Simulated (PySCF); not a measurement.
A PySCF run on SnSe

State: ¹Σ⁺ (singlet), closed shell.

An equivalent input (the run itself took its basis sets from the Basis Set Exchange, started from a PBE0 density and held the occupation σ 12α 12β, πx 6α 6β, πy 6α 6β, δx 2α 2β, δy 2α 2β):

```python
from pyscf import gto, scf, cc
mol = gto.M(atom='Sn 0 0 0; Se 0 0 2.343', basis={'Sn': 'def2-SVP', 'Se': 'def2-SVP'}, ecp={'Sn': 'def2-SVP'},
            charge=0, spin=0, verbose=4, symmetry='C2v')
mf = scf.RHF(mol)
mf.irrep_nelec = {'A1': 28, 'A2': 4, 'B1': 12, 'B2': 12}
mf.conv_tol = 1e-9
mf.max_cycle = 60
mf.diis_space = 10
mf.kernel()
mycc = cc.CCSD(mf, frozen=[0, 1, 2, 3, 4, 5, 6, 7, 8, 9, 10, 11, 12, 57])
mycc.run(conv_tol=1e-7, conv_tol_normt=1e-5, max_cycle=80, diis_space=8)
et = mycc.ccsd_t()
```

The SCF ended at -2612.94773548 hartree. The coupled-cluster part of the log:

```
******** <class 'pyscf.cc.ccsd.CCSD'> ********
CC2 = 0
CCSD nocc = 15, nmo = 44
frozen orbitals [0, 1, 2, 3, 4, 5, 6, 7, 8, 9, 10, 11, 12, 57]
max_cycle = 80
direct = 0
conv_tol = 1e-07
conv_tol_normt = 1e-05
diis_space = 8
diis_start_cycle = 0
diis_start_energy_diff = 1e+09
Init t2, MP2 energy = -2613.26765400579  E_corr(MP2) -0.31991852525688
Init E_corr(CCSD) = -0.319918525257436
cycle = 1  E_corr(CCSD) = -0.312759670775564  dE = 0.00715885448  norm(t1,t2) = 0.0866868
cycle = 2  E_corr(CCSD) = -0.325110345758649  dE = -0.012350675  norm(t1,t2) = 0.0349236
cycle = 3  E_corr(CCSD) = -0.324501014105352  dE = 0.000609331653  norm(t1,t2) = 0.0250241
cycle = 4  E_corr(CCSD) = -0.32650493900196  dE = -0.0020039249  norm(t1,t2) = 0.0108419
cycle = 5  E_corr(CCSD) = -0.326648517931787  dE = -0.00014357893  norm(t1,t2) = 0.00248619
cycle = 6  E_corr(CCSD) = -0.326425129961484  dE = 0.00022338797  norm(t1,t2) = 0.000712793
cycle = 7  E_corr(CCSD) = -0.326456697194587  dE = -3.15672331e-05  norm(t1,t2) = 0.000197327
cycle = 8  E_corr(CCSD) = -0.326456188537484  dE = 5.08657103e-07  norm(t1,t2) = 3.54139e-05
cycle = 9  E_corr(CCSD) = -0.326454618643126  dE = 1.56989436e-06  norm(t1,t2) = 1.27252e-05
cycle = 10  E_corr(CCSD) = -0.326454635911197  dE = -1.72680715e-08  norm(t1,t2) = 2.49251e-06
CCSD converged
E(CCSD) = -2613.274190116444  E_corr = -0.3264546359111972
CCSD(T) correction = -0.0148440296611129
```

T1 diagnostic 0.020, D1 0.071, 30 electrons correlated, 1 of the virtual orbitals (those above 20 hartree) left out.

Repeating this along the bond gives Re = 2.370 Å and ωe = 320 cm⁻¹.

A point of this curve took 3.6 CPU seconds beside 0.28 for the integrals, on Arm Neoverse V1 (shared host).

Correlated steps freeze 13 core orbitals. Spin–orbit coupling is left out.
